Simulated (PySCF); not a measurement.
Simulation results for CH$_{3}$B$_{2}$O, H$_{4}$O$_{2}$Si$_{2}$, AlBH$_{3}$O$_{2}$, BH$_{6}$NOSi and others

Computed with PySCF 2.14.0. Calculation on a computer-drawn molecule: the log of a Hartree-Fock and frozen-core CCSD(T) single point meant for a local Hartree-Fock minimum, with one planted fault or none, to be diagnosed. Offsets are logged minus clean, where the clean run is the same molecule without the fault. The reference is restricted for singlets and unrestricted otherwise, and also for a bond in bohr or an excited solution. Adding or removing an electron swaps singlet and doublet. The excited solution moves the top pair (singlet) or top alpha electron (doublet) to the lowest empty orbital. Highest occupied and lowest empty are orbital energies over both spins, largest force is the largest gradient component, triples share is (T) over the correlation energy, the T1 limit is 0.02 restricted and 0.045 unrestricted, electrons count all cores, a negative frequency is imaginary (commonest isotopes), and the dipole is about the centre of nuclear charge.

Common to all runs: logged SCF converged yes; logged CC converged yes; logged SCF stable within its kind yes; possible faults no fault, one electron removed, one electron added, multiplicity raised by two, geometry at a saddle point, SCF held on an excited solution, minimal basis STO-3G, one bond length entered in bohr, all coordinates scaled.

(1) CH$_{3}$B$_{2}$O

Logged structure:
```xyz
7
CH3B2O
C      0.8510    -0.0616     1.5765
B      3.6963    -0.0053     2.0983
B      4.8323    -0.1545     0.8346
O      5.6216    -0.2585    -0.0482
H      0.4273    -0.1767     0.5839
H      0.1179     0.0322     2.3714
H      4.1003     0.1247     3.2175
```

- meant charge: 0
- meant multiplicity: 2
- meant basis: cc-pVDZ
- logged electrons: 27
- logged basis functions: 71
- logged spin squared: 1.5142
- logged highest occupied: -9.5689 eV
- logged lowest empty: 0.28129 eV
- logged largest force: 0.024997 hartree/bohr
- logged T1 diagnostic: 0.087208
- logged D1 diagnostic: 0.489
- logged triples share: 0.052647
- logged dipole magnitude: 4.1053 debye
- logged energy HF: -163.68585 hartree
- logged energy CCSD(T): -164.18147 hartree
- planted fault: one bond length entered in bohr, row 1 of the drawn bonds
- HF energy offset from clean run: 112.1 kcal/mol
- CCSD(T) energy offset from clean run: 113.2 kcal/mol

Drawn bonds:
```
atom  other atom  order
   1           2      1
   2           3      1
   3           4      2
   1           5      1
   1           6      1
   2           7      1
```

Notes: T1 above single-reference limit.

(2) H$_{4}$O$_{2}$Si$_{2}$

Logged structure:
```xyz
8
H4O2Si2
O     -2.5522     0.0078    -0.8101
Si    -2.0616     0.6284     0.4717
Si    -0.4126    -0.6383     1.5915
O     -0.2294    -1.9431     0.6091
H     -2.5604     1.9213     0.9967
H      0.8455     0.1241     1.7235
H     -0.8674    -1.0330     2.9401
H     -0.7648    -1.9718    -0.1746
```

- meant charge: 0
- meant multiplicity: 1
- meant basis: cc-pV(D+d)Z
- logged electrons: 49
- logged basis functions: 94
- logged spin squared: 0.7716
- logged highest occupied: -0.37599 eV
- logged lowest empty: 7.9605 eV
- logged largest force: 0.05036 hartree/bohr
- logged T1 diagnostic: 0.018151
- logged D1 diagnostic: 0.068955
- logged triples share: 0.025847
- logged dipole magnitude: 4.1291 debye
- logged energy HF: -729.94369 hartree
- logged energy CCSD(T): -730.56242 hartree
- planted fault: one electron added
- HF energy offset from clean run: 8.754 kcal/mol
- CCSD(T) energy offset from clean run: 6.833 kcal/mol

Drawn bonds:
```
atom  other atom  order
   1           2      2
   2           3      1
   3           4      1
   2           5      1
   3           6      1
   3           7      1
   4           8      1
```

(3) AlBH$_{3}$O$_{2}$

Logged structure:
```xyz
7
AlBH3O2
B     -2.0996     1.1635     1.1878
O     -0.8428     0.5937     0.9562
Al     0.5976    -0.0594     0.6911
O      2.0217    -0.7049     0.4287
H     -2.1261     2.2088     1.7554
H     -3.0493     0.5607     0.8001
H      2.8694    -1.0892     0.2728
```

* meant charge: 1
* meant multiplicity: 1
* meant basis: cc-pV(D+d)Z
* logged electrons: 36
* logged basis functions: 80
* logged spin squared: 2.0215
* logged highest occupied: -12.304 eV
* logged lowest empty: -7.7633 eV
* logged largest force: 0.16128 hartree/bohr
* logged T1 diagnostic: 0.049778
* logged D1 diagnostic: 0.28531
* logged triples share: 0.025802
* logged dipole magnitude: 4.3807 debye
* logged energy HF: -417.77998 hartree
* logged energy CCSD(T): -418.29144 hartree
* planted fault: multiplicity raised by two
* HF energy offset from clean run: 102.7 kcal/mol
* CCSD(T) energy offset from clean run: 109.8 kcal/mol

Drawn bonds:
```
atom  other atom  order
   1           2      1
   2           3      1
   3           4      1
   1           5      1
   1           6      1
   4           7      1
```

Notes: T1 above single-reference limit.

(4) BH$_{6}$NOSi

Logged structure:
```xyz
10
BH6NOSi
B     -2.8411    -1.3191    -0.3546
O     -1.8360    -1.5705     0.5012
Si    -0.5332    -2.6051     0.6169
N     -0.3326    -3.6989    -0.6756
H     -3.0565    -2.5129    -2.2863
H     -3.6259    -0.4503    -0.0806
H     -0.7439    -3.3781     1.8513
H      0.6577    -1.7434     0.6854
H     -0.0116    -3.3784    -1.5699
H     -0.9543    -4.4779    -0.7858
```

* meant charge: 0
* meant multiplicity: 1
* meant basis: cc-pV(D+d)Z
* logged electrons: 40
* logged basis functions: 95
* logged spin squared: 0.6078
* logged highest occupied: -9.0791 eV
* logged lowest empty: 2.8545 eV
* logged largest force: 0.0232 hartree/bohr
* logged T1 diagnostic: 0.056339
* logged D1 diagnostic: 0.27106
* logged triples share: 0.029097
* logged dipole magnitude: 0.97941 debye
* logged energy HF: -446.42271 hartree
* logged energy CCSD(T): -447.02486 hartree
* planted fault: ?

Drawn bonds:
```
atom  other atom  order
   1           2      1
   2           3      1
   3           4      1
   1           5      1
   1           6      1
   3           7      1
   3           8      1
   4           9      1
   4          10      1
```

Notes: T1 above single-reference limit.

(5) AlFH

Logged structure:
```xyz
3
AlFH
F     -2.0485     0.3934     4.0666
Al    -2.2523     1.5818     2.9263
H     -3.2845     1.2500     1.7629
```

- meant charge: 0
- meant multiplicity: 2
- meant basis: cc-pV(D+d)Z
- logged electrons: 23
- logged basis functions: 42
- logged spin squared: 3.7509
- logged highest occupied: -6.6996 eV
- logged lowest empty: -3.147 eV
- logged largest force: 0.055843 hartree/bohr
- logged T1 diagnostic: 0.024285
- logged D1 diagnostic: 0.095405
- logged triples share: 0.017752
- logged dipole magnitude: 3.6031 debye
- logged energy HF: -341.78528 hartree
- logged energy CCSD(T): -342.01097 hartree
- planted fault: ?

Drawn bonds:
```
atom  other atom  order
   1           2      1
   2           3      1
```

**Q.** Which fault was planted in the run of BH$_{6}$NOSi (entry 4)?
**A.** one bond length entered in bohr, row 4 of the drawn bonds

**Q.** Give the missing planted fault for AlFH (entry 5).
**A.** multiplicity raised by two

Further results for BH$_{6}$NOSi (entry 4):

* HF energy offset from clean run: 74.85 kcal/mol
* CCSD(T) energy offset from clean run: 72.11 kcal/mol

Further results for AlFH (entry 5):

* HF energy offset from clean run: 121 kcal/mol
* CCSD(T) energy offset from clean run: 138 kcal/mol
